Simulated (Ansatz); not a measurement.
Cost and result for the atomization energy of C$_{3}$H$_{3}$BrO, SMILES `O=C=CCBr` (8 atoms, 7 bonds).

```xyz
8

O     2.590    0.171    0.587
C     1.561   -0.107    0.145
C     0.387   -0.439   -0.344
C    -0.871    0.077    0.224
Br   -1.663    1.548   -0.841
H     0.390   -1.062   -1.230
H    -1.648   -0.681    0.238
H    -0.746    0.492    1.220
```

Charge 0, multiplicity 1. Correlated methods include outer-core shells of Br, which these sets cover unevenly. Scalar relativity is left out up to krypton. The structure was optimised at the PBE0-D4/def2-TZVP level. It is one conformer, not always the lowest. Program: Ansatz. All runs use 4 threads of an AMD EPYC 9R45 on a shared host. Times are those of one run each, without the atoms' runs, and a repeat can differ threefold. Electronic energies, without spin–orbit coupling; frozen cores. CCSD(T)/CBS adds CCSD(T) − MP2 in def2-TZVPP to the MP2 limit, and its time is that of the two runs behind it. T1 = 0.012. With those shells the extrapolation isn't a true limit. HSE06 is the plane-wave form, built on full-range PBE exchange.

CCSD(T)/CBS is a level of theory with its own doubt, some kJ/mol a heavy atom from the limit and from the frozen cores, so smaller differences don't rank the functionals.

```csv
level,functions,wall time,atomization (kcal/mol),difference from CCSD(T)/CBS,per bond
PBE-D4/def2-TZVPP (with forces),214,0.75 s,832.7,39.8,5.7
PBE0-D4/def2-TZVPP,214,0.85 s,806.1,13.2,1.9
r2SCAN-D4/def2-TZVPP (with forces),214,1.2 s,803.5,10.6,1.5
r2SCANh-D4/def2-TZVPP,214,1.3 s,794.9,2.0,0.3
BHLYP-D4/def2-TZVPP,214,1.3 s,758.5,-34.4,-4.9
HSE06-D4/def2-TZVPP,214,1.5 s,807.0,14.1,2.0
PBE-QIDH/def2-TZVPP,214,1.6 s,794.3,1.4,0.2
ωB97X-V/def2-TZVPP,214,2 s,794.3,1.4,0.2
CCSD(T)/def2-SVP,103,2 s,755.3,-37.6,-5.4
ωB97M-V/def2-TZVPP (with forces),214,2.8 s,796.1,3.2,0.5
MP2/def2-QZVPP,407,6 s,811.7,18.8,2.7
CCSD(T)/def2-TZVPP,214,31 s,771.2,-21.7,-3.1
CCSD(T)/CBS(def2),–,37 s,792.9,0.0,0.0
```

The D4 term adds +6.3 kcal/mol with B3LYP and +3.3 kcal/mol with PBE0; it sums over pairs of atoms, weighted by their polarisabilities, and B3LYP, whose exchange is more repulsive, gets the larger term. In def2-TZVPP, CCSD(T) changes the Hartree–Fock value by +217.8 kcal/mol (the triples alone add +18.1 kcal/mol) and MP2 by +245.6 kcal/mol; breaking electron pairs costs correlation energy, which Hartree–Fock lacks. From BLYP to BHLYP (50 % exact exchange), in def2-TZVPP and without D4, the atomization energy moves by −40.7 kcal/mol: exact exchange takes away binding that semilocal exchange gives to molecules.

B3LYP here is the variant with VWN-RPA as its local correlation; programs differ in this.
